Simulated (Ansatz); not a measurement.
Born–Oppenheimer molecular dynamics of B2ClFH2 (6 atoms, charge 0, multiplicity 1). It starts from a relaxed structure.

These are results of RKS PBE-D4/def2-SVP (Ansatz), not measurements.

```yaml
ensemble: NVT, Langevin thermostat
time_step: 0.5 fs
steps_asked: 150
set_temperature: 300 K
friction: 0.05 /fs
seed: 845978
```

Frames 5 fs apart, positions in Å.

Velocities at 5.0 fs (Å/ps):

```
F -1.10 -0.60 1.22
B -1.93 -3.76 -7.22
B -0.22 -2.59 -0.10
Cl 1.83 6.47 -0.78
H 10.37 -6.74 8.52
H -1.13 -1.13 -5.67
```

```xyz
6
Properties=species:S:1:pos:R:3 time_fs=5.0 energy_less_start_eV=0.062 T=185
F 1.418 -1.345 -0.277
B 0.791 -0.163 -0.408
B -0.638 0.167 0.492
Cl -2.145 -0.084 -0.366
H 1.401 0.698 -1.016
H -0.773 0.675 1.605
6
Properties=species:S:1:pos:R:3 time_fs=10.0 energy_less_start_eV=0.107 T=202
F 1.425 -1.339 -0.263
B 0.787 -0.167 -0.437
B -0.635 0.164 0.478
Cl -2.131 -0.053 -0.367
H 1.450 0.675 -1.034
H -0.759 0.644 1.593
6
Properties=species:S:1:pos:R:3 time_fs=15.0 energy_less_start_eV=0.104 T=330
F 1.422 -1.324 -0.244
B 0.778 -0.159 -0.445
B -0.607 0.164 0.455
Cl -2.115 -0.022 -0.370
H 1.423 0.647 -1.062
H -0.698 0.522 1.601
6
Properties=species:S:1:pos:R:3 time_fs=20.0 energy_less_start_eV=0.114 T=489
F 1.415 -1.308 -0.233
B 0.788 -0.123 -0.443
B -0.560 0.159 0.428
Cl -2.101 0.022 -0.361
H 1.392 0.673 -1.194
H -0.665 0.433 1.621
6
Properties=species:S:1:pos:R:3 time_fs=25.0 energy_less_start_eV=0.135 T=371
F 1.416 -1.300 -0.226
B 0.834 -0.094 -0.452
B -0.530 0.168 0.413
Cl -2.098 0.066 -0.344
H 1.261 0.669 -1.312
H -0.652 0.418 1.615
6
Properties=species:S:1:pos:R:3 time_fs=30.0 energy_less_start_eV=0.189 T=359
F 1.414 -1.278 -0.222
B 0.890 -0.075 -0.473
B -0.514 0.175 0.407
Cl -2.108 0.106 -0.340
H 1.193 0.627 -1.407
H -0.580 0.450 1.578
6
Properties=species:S:1:pos:R:3 time_fs=35.0 energy_less_start_eV=0.161 T=309
F 1.418 -1.258 -0.209
B 0.911 -0.081 -0.489
B -0.510 0.207 0.393
Cl -2.112 0.142 -0.336
H 1.295 0.494 -1.491
H -0.516 0.461 1.567
6
Properties=species:S:1:pos:R:3 time_fs=40.0 energy_less_start_eV=0.131 T=361
F 1.439 -1.258 -0.209
B 0.915 -0.087 -0.501
B -0.499 0.262 0.388
Cl -2.116 0.170 -0.332
H 1.459 0.425 -1.504
H -0.473 0.427 1.598
6
Properties=species:S:1:pos:R:3 time_fs=45.0 energy_less_start_eV=0.170 T=360
F 1.457 -1.270 -0.188
B 0.932 -0.090 -0.526
B -0.503 0.317 0.396
Cl -2.127 0.190 -0.329
H 1.614 0.401 -1.404
H -0.502 0.420 1.638
6
Properties=species:S:1:pos:R:3 time_fs=50.0 energy_less_start_eV=0.242 T=319
F 1.476 -1.290 -0.150
B 0.936 -0.106 -0.528
B -0.514 0.353 0.396
Cl -2.136 0.215 -0.328
H 1.701 0.456 -1.377
H -0.550 0.458 1.562
6
Properties=species:S:1:pos:R:3 time_fs=55.0 energy_less_start_eV=0.173 T=291
F 1.488 -1.312 -0.119
B 0.939 -0.122 -0.507
B -0.520 0.355 0.352
Cl -2.138 0.236 -0.322
H 1.671 0.578 -1.254
H -0.552 0.554 1.595
6
Properties=species:S:1:pos:R:3 time_fs=60.0 energy_less_start_eV=0.133 T=336
F 1.501 -1.329 -0.120
B 0.962 -0.113 -0.463
B -0.521 0.358 0.340
Cl -2.136 0.253 -0.331
H 1.589 0.648 -1.131
H -0.525 0.668 1.542
```

Of the whole run (75 fs, mean temperature of the second half 343 K): The mean temperature of the second half is 14 % above the set value. A run of 0.075 ps of so small a system gives no equilibrium averages.

The run took 3.8 min on 1 CPU thread of a shared host.
